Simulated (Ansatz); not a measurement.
Reaction (atomization): `C=C[CH2][Ge]([F])([O]C)[O]C` → 5 C• + F• + Ge• + 11 H• + 2 O•

Program: Ansatz. Geometries: PBE0-D4/def2-TZVP. ΔE: electronic, gas phase. CCSD(T)/CBS adds triple-zeta CCSD(T) − MP2 to the extrapolated MP2 energy (def2 sets, frozen cores). This one scheme is used for every species, atoms too. Functionals use def2-TZVPP. No spin–orbit coupling; open shells (•) take unrestricted orbitals. Spin–orbit coupling would lower the free atoms: a little for C, F, O; clearly for Ge. Bonds to Ge are less sure, by a few kJ/mol each and by 10 to 20 or more in all where they break to atoms, as the def2 sets lack core-valence functions. Scalar relativity is left out up to krypton. One conformer a species, not always the lowest.

(1) What is ΔE at CCSD(T)/CBS? (Best estimate.)

(2) What do these levels give: r2SCAN0-D4, r2SCANh, HF/def2-SVP, CCSD/def2-SVP, SCS-MP2/def2-TZVPP, CCSD(T)/def2-TZVPP? (Estimate.)

Largest T1 diagnostic among the species: 0.012.

Results:

(1) The calculation gave: +82.64 eV.

(2) Computed: r2SCAN0-D4 81.32, r2SCANh 82.00, HF/def2-SVP 60.58, CCSD/def2-SVP 77.71, SCS-MP2/def2-TZVPP 81.68, CCSD(T)/def2-TZVPP 80.75 eV.

In def2-TZVPP, CCSD(T) changes the Hartree–Fock value by +20.77 eV (the triples alone add +1.28 eV) and MP2 by +22.36 eV; breaking electron pairs costs correlation energy, which Hartree–Fock lacks. From PBE to PBE0 (25 % exact exchange), in def2-TZVPP and without D4, ΔE moves by −1.58 eV: exact exchange takes away binding that semilocal exchange gives to molecules.

For atomizations the MP2-based limit and the directly extrapolated one differ by several kJ/mol either way, and by 10 to 25 for some Ge, Se and Sn compounds, so smaller differences from it don't rank the levels.
